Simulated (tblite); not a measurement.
C4H5F3SSi.
Atom-mapped SMILES: `[CH:1]#[C:2][Si@H:3]([F:4])[S:5][CH2:6][CH:7]([F:8])[F:9]` (hydrogens: H10 on C1; H11 on Si3; H12, H13 on C6; H14 on C7)

Structure optimised with GFN2-xTB, isolated species.

Task: List the bond lengths, angles and torsions at this level.

Result: 
```tsv
bond	length (Å)
C1≡C2	1.202
C2–Si3	1.839
Si3–F4	1.613
Si3–S5	2.160
S5–C6	1.828
C6–C7	1.518
C7–F8	1.350
C7–F9	1.357
C1–H10	1.052
Si3–H11	1.444
C6–H12	1.089
C6–H13	1.089
C7–H14	1.103
```

A selection of angles:
```tsv
angle	degrees
C2–C1–H10	179.7
C1–C2–Si3	179.0
C2–Si3–F4	108.5
C2–Si3–S5	105.7
C2–Si3–H11	116.4
F4–Si3–S5	105.2
F4–Si3–H11	105.9
S5–Si3–H11	114.4
Si3–S5–C6	100.9
S5–C6–C7	113.5
S5–C6–H12	105.9
S5–C6–H13	109.6
C7–C6–H12	108.7
C7–C6–H13	109.2
H12–C6–H13	109.9
C6–C7–F8	112.1
C6–C7–F9	111.5
C6–C7–H14	111.8
F8–C7–F9	106.1
F8–C7–H14	107.7
F9–C7–H14	107.4
```

Torsions: C2–Si3–S5–C6 149° (anticlinal); Si3–S5–C6–C7 76° (synclinal); S5–C6–C7–F8 56° (synclinal).

Of the pairs four or more bonds apart, Si3···F9 is among the closest relative to their van der Waals radii: 3.11 Å, 87 % of the sum of Bondi's values. The C–C distances run from 1.202 Å (C1≡C2, drawn triple) to 1.518 Å (C6–C7, drawn single), a spread of 0.316 Å. Si3 (fluorine-bound silicon) is distorted tetrahedral (angles from 105.2° to 116.4°).

Point group: C1 (no symmetry element, even within 0.4 Å). Its GFN2-xTB frequencies are all real (lowest 31 cm⁻¹). The numbers are those of one conformer. 3 starts were optimised and ended at 0.00, 2.56 and 3.06 kcal/mol (GFN2-xTB); the lowest of these is shown.

The numbers are calculated, not measured.
